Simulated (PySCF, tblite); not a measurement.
Species: C4H12N2Si.
Cartesian coordinates in Å at the GFN2-xTB level; atoms count from 1:
```xyz
19
C4H12N2Si angstrom
C     -2.4318   -0.0909    1.4067
C     -1.7453   -1.0787    0.5093
N     -0.7076   -1.0014   -0.2058
N      0.1098    0.0517   -0.3931
Si     0.0664    1.6812    0.2230
C      1.2835   -0.3786   -1.1408
C      2.4529   -0.7226   -0.2256
H     -1.7136    0.5286    1.9392
H     -3.0460   -0.6235    2.1297
H     -3.0819    0.5629    0.8254
H     -2.2184   -2.0523    0.4397
H     -1.2626    2.2447    0.0022
H      1.0563    2.3949   -0.5811
H      0.4500    1.7681    1.6400
H      0.9904   -1.2629   -1.7113
H      1.5737    0.4116   -1.8361
H      3.2987   -1.0746   -0.8113
H      2.1588   -1.5037    0.4713
H      2.7569    0.1543    0.3413
```

The calculation used PBE0/def2-SVPD in PySCF (dipole) on a GFN2-xTB geometry, gas phase.

Take the most abundant isotopes and a rigid rotor. The values belong to one conformer with, in the numbering `[CH3:1]/[CH:2]=[N:3]\[N:4]([SiH3:5])[CH2:6][CH3:7]`, C2–N3–N4–Si5 -1°, N3–N4–C6–C7 -95°.

(1) What are A, B and C (cm⁻¹)?

(2) What kind of rotor is it?

(3) Is it planar, by Δ = Ic − Ia − Ib?

(4) Give the other two planar moments, Paa and Pbb, and the rms extents of the mass along the axes.

(5) Where do the levels up to J = 3 lie, in cm⁻¹?

(6) Which lines would a microwave search look for?

(7) Estimate the classical rotational partition function at 25 K, 50 K and 500 K.

## Answers

(1) Ia = 169.02, Ib = 326.43, Ic = 440.39 u·Å²; 505379 MHz·u·Å²/I gives 2990, 1548 and 1148 MHz, that is A = 0.09974, B = 0.05164, C = 0.03828 cm⁻¹.

(2) An asymmetric top; Ray's κ = -0.565.

(3) Not planar: Δ = Ic − Ia − Ib = -55.07 u·Å². For a rigid frame Δ = −2 Σ m c², so Σ m c² = 27.53 u·Å² lies off the ab plane: 11.71 from hydrogen and 15.82 from heavier atoms. The atom farthest from that plane is 1.43 Å away.

(4) Paa = Σ m a² = (Ib + Ic − Ia)/2 = 298.90 and Pbb = Σ m b² = (Ia + Ic − Ib)/2 = 141.49 u·Å². With the mass M = 116.08 u, the rms extents √(P/M) along a, b and c are 1.60, 1.10, 0.49 Å.

(5) Above 0(0,0):
J = 1: 1(0,1) 0.0899, 1(1,1) 0.1380, 1(1,0) 0.1514
J = 2: 2(0,2) 0.2673, 2(1,2) 0.3045, 2(1,1) 0.3446, 2(2,1) 0.4889, 2(2,0) 0.4913
J = 3: 3(0,3) 0.5279, 3(1,3) 0.5528, 3(1,2) 0.6327, 3(2,2) 0.7586, 3(2,1) 0.7702, 3(3,1) 1.0339, 3(3,0) 1.0342
Those of J = 1 are B + C, A + C and A + B.

(6) The dipole components are |μa| = 0.31 D, |μb| = 0.94 D, |μc| = 0.36 D. Intensities carry the squares of the components, which stand as 0.11 : 1.00 : 0.15 (a : b : c). Some lines, for components of 0.1 D or more:

```json
{"type": "a", "branch": "Q", "J(Ka,Kc)": "1(1,0) ← 1(1,1)", "MHz": "401", "lower level (cm⁻¹)": "0.138"}
{"type": "a", "branch": "Q", "J(Ka,Kc)": "3(1,2) ← 3(1,3)", "MHz": "2395", "lower level (cm⁻¹)": "0.553"}
{"type": "c", "branch": "Q", "J(Ka,Kc)": "3(2,2) ← 3(1,2)", "MHz": "3775", "lower level (cm⁻¹)": "0.633"}
{"type": "c", "branch": "R", "J(Ka,Kc)": "2(1,1) ← 1(0,1)", "MHz": "7635", "lower level (cm⁻¹)": "0.090"}
{"type": "c", "branch": "Q", "J(Ka,Kc)": "3(3,1) ← 3(2,1)", "MHz": "7905", "lower level (cm⁻¹)": "0.770"}
{"type": "b", "branch": "Q", "J(Ka,Kc)": "3(3,0) ← 3(2,1)", "MHz": "7913", "lower level (cm⁻¹)": "0.770"}
{"type": "b", "branch": "Q", "J(Ka,Kc)": "3(3,1) ← 3(2,2)", "MHz": "8253", "lower level (cm⁻¹)": "0.759"}
{"type": "a", "branch": "R", "J(Ka,Kc)": "3(2,1) ← 2(2,0)", "MHz": "8363", "lower level (cm⁻¹)": "0.491"}
{"type": "b", "branch": "R", "J(Ka,Kc)": "3(1,3) ← 2(0,2)", "MHz": "8558", "lower level (cm⁻¹)": "0.267"}
{"type": "a", "branch": "R", "J(Ka,Kc)": "3(1,2) ← 2(1,1)", "MHz": "8638", "lower level (cm⁻¹)": "0.345"}
{"type": "b", "branch": "R", "J(Ka,Kc)": "2(2,1) ← 1(1,0)", "MHz": "10118", "lower level (cm⁻¹)": "0.151"}
{"type": "c", "branch": "R", "J(Ka,Kc)": "3(1,2) ← 2(0,2)", "MHz": "10954", "lower level (cm⁻¹)": "0.267"}
{"type": "c", "branch": "R", "J(Ka,Kc)": "3(2,1) ← 2(1,1)", "MHz": "12761", "lower level (cm⁻¹)": "0.345"}
```

(7) Point group C1, symmetry number σ = 1; q = (√π/σ)·√((kT/h)³/(ABC)), k/h = 20836.6 MHz/K: 9140 at 25 K, 25900 at 50 K, 818000 at 500 K.

Its GFN2-xTB frequencies are all real (lowest 47 cm⁻¹). No vibrational averaging or centrifugal distortion is included, and the geometry carries the error of its method. A rigid rotor knows nothing of internal rotation, which can split or shift real lines. Quadrupole hyperfine structure (14N) is left out.

Cost: about 1.9 min of CPU time on one thread; the machine was shared, so the figure is rough. This is the PBE0/def2-SVPD job that gave the dipole, with the excitations it also computed.
